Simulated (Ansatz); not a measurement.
**CH5BF3N: structure from calculated spectroscopic constants**

These gas-phase data were calculated for one isomer of CH5BF3N at PBE0-D4/def2-SVP (harmonic, unscaled wavenumbers; equilibrium rotational constants with average atomic masses):

- rotational constants: 6.504, 1.902, 1.716 GHz
- all wavenumbers above 1500 cm⁻¹: 3587, 3509, 3201, 3123, 2525, 1627, 1515

Candidates:

(1) `[NH3+]C[B-](F)(F)F`, a singlet
(2) `C[NH2+][B-](F)(F)F`, a singlet
(3) `FC[NH2+][BH-](F)F`, a singlet

Assign the data to one candidate and say why.

Candidate (3). The band at 2525 cm⁻¹ lies where the B–H stretch is expected; (1), (2) have no mode between 2350 and 2900 cm⁻¹.

The same quantities for all candidates:

|  | rotational constants (GHz) | wavenumbers above 1500 cm⁻¹ | E above the lowest, PBE0-D4/def2-SVP (kcal/mol) |
| --- | --- | --- | --- |
| (1) | 4.852, 2.699, 2.679 | 3550, 3448, 3382, 3198, 3116, 1648, 1558 | 30.8 |
| (2) | 4.693, 2.66, 2.639 | 3589, 3515, 3215, 3196, 3086, 1614 | 0.0 |
| (3) | 6.504, 1.902, 1.716 | 3587, 3509, 3201, 3123, 2525, 1627, 1515 | 54.2 |

Harmonic stretches to hydrogen usually lie a few per cent above observed fundamentals. Each candidate is one conformer. Programs: Ansatz 0.2.0.
